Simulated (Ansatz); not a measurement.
# Relaxing a trial structure of F2H3Si2+

The starting geometry of this gas-phase singlet was optimised with GFN2-xTB; its bonds are those of `F[SiH](F)[SiH2+]`.

```xyz
7

F    -1.3843   -1.2742   -1.4800
F    -1.9058    0.6175    0.0481
Si   -0.9401   -0.6261   -0.1068
Si    1.1016    0.4574   -0.7240
H    -0.9986   -1.5425    1.0021
H     2.0304    0.0114   -1.7731
H     1.5215    1.7897   -0.2645
```

Q: Predict what becomes of its bonds when it is optimised with PBE-D3(BJ)/def2-SVP.

A: A new bond forms, giving a structure with F2 bridging Si3 and Si4, given below by its coordinates. Distances that change by over a tenth: F2–Si3 (1.58 → 1.85 Å). Contacts that close: F2–Si4 (3.11 → 1.89 Å).

The energy falls by 0.42 eV over 30 steps:

```
step  E − E(last) (eV)
   1             0.417
   4             0.252
   7             0.239
  11             0.238
  14             0.234
  17             0.216
  20             0.205
  24             0.011
  27             0.000
  30             0.000
```

Final geometry (Å):

```xyz
7

F    -1.4003   -1.8054   -1.2748
F    -0.9238    0.8225   -0.5442
Si   -0.7028   -0.9596   -0.1077
Si    0.9265    0.5043   -0.7240
H    -1.3112   -1.1715    1.2316
H     1.2380    0.6788   -2.1709
H     1.5984    1.3640    0.2918
```

Frequencies at the end are all real (lowest 164 cm⁻¹). Run with Ansatz 0.2.0, 90 s on 1 thread of AMD EPYC (Zen 3) (shared host).
